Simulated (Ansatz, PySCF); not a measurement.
This Ansatz (a quantum-chemistry and plane-wave program) input computes a CCSD(T)/cc-pVDZ energy:

Ansatz 0.2 input:
```yaml
crystal:
  periodic: [false, false, false]
  atoms:
    - {symbol: B, position_ang: [0.07708449, 0.01202927, -0.00533162]}
    - {symbol: F, position_ang: [0.72401766, 1.16669685, -0.09943622]}
    - {symbol: F, position_ang: [0.83621914, -1.07777976, -0.01165983]}
    - {symbol: C, position_ang: [-1.47360481, -0.07947561, 0.10486125]}
    - {symbol: H, position_ang: [-1.95512297, 0.89694856, 0.10822970]}
    - {symbol: H, position_ang: [-1.75589327, -0.61467533, 1.01563107]}
    - {symbol: H, position_ang: [-1.87490852, -0.66581963, -0.72650568]}
basis:
  gaussian:
    orbitals: cc-pVDZ
magnetization: {spin_polarized: false}
correlation: {method: ccsd_t, electrons: outside_noble_gas}
```

Q: Write an input for the same energy in PySCF and say what it gives.

A: 
```python
from pyscf import gto, scf, mp, cc as ccmod

mol = gto.M(
    atom='''
    B     0.07708449    0.01202927   -0.00533162
    F     0.72401766    1.16669685   -0.09943622
    F     0.83621914   -1.07777976   -0.01165983
    C    -1.47360481   -0.07947561    0.10486125
    H    -1.95512297    0.89694856    0.10822970
    H    -1.75589327   -0.61467533    1.01563107
    H    -1.87490852   -0.66581963   -0.72650568
    ''',
    basis='cc-pvdz',
    charge=0,
    spin=0,
    verbose=4,
)

mf = scf.RHF(mol)
mf.conv_tol = 1e-10
mf.max_cycle = 100
mf.kernel()
mp2 = mp.MP2(mf, frozen=4).run()
cc = ccmod.CCSD(mf, frozen=4)
cc.max_cycle = 100
cc.kernel()
et = cc.ccsd_t()
print(f'E(CCSD(T)) = {cc.e_tot + et:.9f}')
```
It gives -263.96213 Eh, and Ansatz -263.96213 Eh, a difference of 0.00 mEh.
